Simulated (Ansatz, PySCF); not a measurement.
CH₄N, SMILES C[NH], multiplicity 2. Atoms are numbered in the order given.

```xyz
6

C     -0.5879     0.1190     0.1193
N      0.7384    -0.2839    -0.2306
H     -0.7419     0.0993     1.2094
H     -1.3270    -0.5337    -0.3482
H     -0.7899     1.1561    -0.1903
H      1.3797     0.3645     0.2365
```
Charge 0, spin multiplicity 2.

The structure is a stationary point at PBE0-D3(BJ)/def2-TZVP. The isomer is the one that the SMILES or the coordinates give; other isomers of the formula were not compared.

Two levels are set side by side: PBE-D3(BJ)/def2-TZVP (Ansatz, a first-principles code) and PBE0-D3(BJ)/def2-TZVP (Ansatz). Each level has its own optimised geometry; the coordinates shown are those of the second. Frequencies come from the Hessian of PySCF at each geometry. Differences are taken from unrounded values.

| quantity | PBE0-D3(BJ) | PBE-D3(BJ) | PBE-D3(BJ) minus PBE0-D3(BJ) |
|---|---|---|---|
| mean bond length (Å) | 1.150 | 1.158 | 0.009 |
| bond C1–N2 (Å) | 1.430 | 1.436 | 0.006 |
| bond C1–H3 (Å) | 1.101 | 1.111 | 0.010 |
| bond C1–H4 (Å) | 1.091 | 1.099 | 0.008 |
| bond C1–H5 (Å) | 1.101 | 1.111 | 0.010 |
| bond N2–H6 (Å) | 1.025 | 1.036 | 0.011 |
| highest harmonic wavenumber (cm⁻¹) | 3420 | 3281 | -140 |
| mean harmonic wavenumber (cm⁻¹) | 1789 | 1724 | -65 |
| zero-point energy (kcal/mol) | 30.70 | 29.58 | -1.12 |

Exact exchange shortens and stiffens bonds; PBE has none. Differences between two approximate levels are no errors against the true value.
